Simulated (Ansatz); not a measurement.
A CCSD(T) single point on C2H5GeN, SMILES `C#[C][GeH2][NH2]`.

```yaml
crystal:
  periodic: [false, false, false]
  atoms:
    - {symbol: C, position_ang: [-0.021052, 1.135381, -2.158224]}
    - {symbol: C, position_ang: [0.247091, 0.688245, -1.070476]}
    - {symbol: Ge, position_ang: [0.633408, -0.041815, 0.656602]}
    - {symbol: N, position_ang: [-0.723529, -1.084635, 1.317193]}
    - {symbol: H, position_ang: [-0.255048, 1.532096, -3.119591]}
    - {symbol: H, position_ang: [0.838257, 1.127079, 1.625860]}
    - {symbol: H, position_ang: [1.879201, -0.924223, 0.525859]}
    - {symbol: H, position_ang: [-1.589019, -0.580511, 1.456166]}
    - {symbol: H, position_ang: [-0.920609, -1.897916, 0.749511]}
basis:
  gaussian: {orbitals: def2-SVP}
correlation: {method: ccsd_t}
```

```sh
$ ansatz run in.yaml --threads 2 --pin off --events-out ev --progress --plain --max-ram 4352MiB
```

The program prints (abridged):

```
Functional definition: HF
  name "HF"
  cite "Fock, Z. Phys. 61, 126 (1930) doi:10.1007/BF01340294"
  parent pbe
  exchange = exact_x
  correlation = 0
1006 factors; integrals over basis functions are off by at most 1.3e-3 eV
mean field evaluation 1: about -60080.8068 eV, gradient 3.5e1 eV
mean field evaluation 2: about -60080.8883 eV, gradient 3.4e1 eV
mean field evaluation 4: about -60083.9239 eV, gradient 3.4e0 eV
mean field evaluation 8: about -60083.9624 eV, gradient 2.0e-4 eV
mean field -60083.96237941 eV, -2208.0448910710 hartree, gradient 1.1e-6 eV, S^2 0.000000; 0 other end points of the search recorded, 0 dependent functions left out
12 core orbitals not correlated: weight in the atoms' cores, before any rotation towards them, 1.000 or more for the frozen orbitals, at most 0.000 for the correlated occupied ones
reference -60083.96237941 eV, -2208.0448910710 hartree; 16, 16 occupied and 71, 71 virtual orbitals, 1006 factors
second order -17.75611645 eV of doubles, -0.00000000 eV of singles
cycle   1  -17.76875544 eV  change   -1.3e-2 eV  update   1.0e-1
cycle   2  -18.34719036 eV  change   -5.8e-1 eV  update   3.2e-2
cycle   3  -18.45437708 eV  change   -1.1e-1 eV  update   1.5e-2
cycle   4  -18.45780946 eV  change   -3.4e-3 eV  update   4.4e-3
cycle   5  -18.46093174 eV  change   -3.1e-3 eV  update   1.9e-3
cycle   6  -18.46142237 eV  change   -4.9e-4 eV  update   5.3e-4
cycle   7  -18.46148968 eV  change   -6.7e-5 eV  update   2.0e-4
cycle   8  -18.46158160 eV  change   -9.2e-5 eV  update   6.0e-5
cycle   9  -18.46158499 eV  change   -3.4e-6 eV  update   2.5e-5
perturbative correction -0.64160762 eV, -0.0235786453 hartree
Total energy: -60103.06557203 eV, -2208.7469204510 hartree
```

It took 6 s on 2 threads of an Arm Neoverse V2 on a shared host, with 0.4 GiB of host memory at the peak.

The correlation energy is -19.103 eV, 3.4 % of it from (T); the T1 diagnostic reads 0.0115.
